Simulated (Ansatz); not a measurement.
`C[O][Ge]([F])([Cl])[SeH]` + `F[BH][AlH2]` → `C[O][GeH]([Cl])[SeH]` + `F[B](F)[AlH2]`  (redistribution)

Computed with Ansatz on PBE0-D4/def2-TZVP structures; ΔE is electronic, products minus reactants. CBS: MP2 limit from def2 TZ/QZ plus the TZ coupled-cluster correction, frozen cores. For Ge, Se outer-core shells are correlated without core-valence functions, which leaves a few kJ/mol of doubt a bond. Scalar relativity is left out up to krypton. Each species was taken in one conformer, which may not be the lowest.

```tsv
species	SCS-MP2/def2-QZVPP energy (Eh)
`C[O][Ge]([F])([Cl])[SeH]`	-5151.45569
`F[BH][AlH2]`	-368.34091
`C[O][GeH]([Cl])[SeH]`	-5052.24805
`F[B](F)[AlH2]`	-467.58892
```

Question: Work out ΔE.

Answer: ΔE = (-5052.24805) + (-467.58892) − (-5151.45569) − (-368.34091) = -0.04037 Eh = -106.0 kJ/mol. CCSD(T)/CBS gives -110.3 kJ/mol.

Largest T1 diagnostic among the species: 0.014.

In def2-TZVPP, CCSD(T) changes the Hartree–Fock value by −4.1 kJ/mol (the triples alone add −0.4 kJ/mol) and MP2 by −5.3 kJ/mol.
